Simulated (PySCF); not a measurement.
## Relaxation of singlet WO₂F₂

All numbers come from PBE0/[W def2-SVP with ECP60, O def2-SVP, F def2-SVP], scalar-relativistic core potentials, density fitting, no spin–orbit coupling, PySCF. A (50,194) grid was used.

A hand-made tetrahedral start, of C2v symmetry, held to at least that symmetry:

Coordinates in bohr (charge 0 multiplicity 1):
```
W     0.0000    0.0000   -0.0848
O     0.0000    2.7312   -2.0158
O     0.0000   -2.7312   -2.0158
F     3.1014    0.0000    2.1078
F    -3.1014    0.0000    2.1078
```

At each step, columns x, y, z (Å) and Fx, Fy, Fz (eV/Å):

```
step 0  E − E(last) = 102.87 kJ/mol
W    0.000   0.000  -0.045   0.000   0.000  -0.014
O    0.000   1.445  -1.067   0.000  -3.798   2.309
O    0.000  -1.445  -1.067   0.000   3.798   2.309
F    1.641   0.000   1.115  -3.042   0.000  -2.302
F   -1.641   0.000   1.115   3.042   0.000  -2.302
step 1  E − E(last) = 4.22 kJ/mol
W    0.000   0.000  -0.014   0.000   0.000   2.506
O    0.000   1.346  -1.010   0.000   0.864  -0.813
O    0.000  -1.346  -1.010   0.000  -0.864  -0.813
F    1.550   0.000   1.044  -0.409   0.000  -0.440
F   -1.550   0.000   1.044   0.409   0.000  -0.440
step 2  E − E(last) = 1.61 kJ/mol
W    0.000   0.000   0.027   0.000   0.000  -1.395
O    0.000   1.345  -1.014   0.000  -0.297   0.476
O    0.000  -1.345  -1.014   0.000   0.297   0.476
F    1.548   0.000   1.027   0.424   0.000   0.221
F   -1.548   0.000   1.027  -0.424   0.000   0.221
step 3  E − E(last) = 0.09 kJ/mol
W    0.000   0.000   0.017   0.000   0.000  -0.026
O    0.000   1.352  -1.003   0.000  -0.067   0.065
O    0.000  -1.352  -1.003   0.000   0.067   0.065
F    1.564   0.000   1.021  -0.018   0.000  -0.052
F   -1.564   0.000   1.021   0.018   0.000  -0.052
step 4  E − E(last) = 0.02 kJ/mol
W    0.000   0.000   0.020   0.000   0.000   0.053
O    0.000   1.351  -0.999   0.000   0.018  -0.017
O    0.000  -1.351  -0.999   0.000  -0.018  -0.017
F    1.568   0.000   1.015   0.014   0.000  -0.010
F   -1.568   0.000   1.015  -0.014   0.000  -0.010
step 5  E − E(last) = 0.00 kJ/mol
W    0.000   0.000   0.023   0.000   0.000   0.015
O    0.000   1.351  -0.996   0.000   0.006  -0.004
O    0.000  -1.351  -0.996   0.000  -0.006  -0.004
F    1.573   0.000   1.011  -0.004   0.000  -0.003
F   -1.573   0.000   1.011   0.004   0.000  -0.003
step 6  E − E(last) = 0.00 kJ/mol
W    0.000   0.000   0.023   0.000   0.000   0.000
O    0.000   1.351  -0.996   0.000   0.000   0.000
O    0.000  -1.351  -0.996   0.000   0.000   0.000
F    1.573   0.000   1.011   0.000   0.000   0.000
F   -1.573   0.000   1.011   0.000   0.000   0.000
```

It ends at C2v with W–F 1.858 Å (×2), W–O 1.692 Å (×2); F–W–F 115.7°, F–W–O 108.7° (×4), O–W–O 105.9° (after a last refinement on a finer grid). A frequency run shows a minimum. Other isomers or separated fragments may lie lower.

With an element this heavy the missing spin–orbit coupling can shift these numbers.
